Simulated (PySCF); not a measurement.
Computed shifts of a molecule C3H5BO2, PySCF with PBE/pcSseg-1, GIAO, gas phase, equivalent atoms averaged, in ppm (number of nuclei): ¹³C: 244.1 (1), 157.5 (1), 141.4 (1). ¹H: 11.84 (1), 7.62 (1), 7.37 (1), 7.25 (1), 7.06 (1). References: ¹³C against TMS (σ = 182.0 ppm); ¹¹B against BF3 (σ = 83.9 ppm); ¹⁷O against H2O (σ = 334.3 ppm); ¹H against TMS (σ = 31.49 ppm), references at their B3LYP-D3(BJ)/def2-TZVP geometries, non-relativistic. Geometry optimised at r2SCAN-D4/def2-SVP. The values are those of a single conformer.

Which molecule gave these data?
A. C=C1OB(C)O1
B. COB1C=CO1
C. C=CB(O)C=O
D. O=C1CB(O)C1

C, C=CB(O)C=O
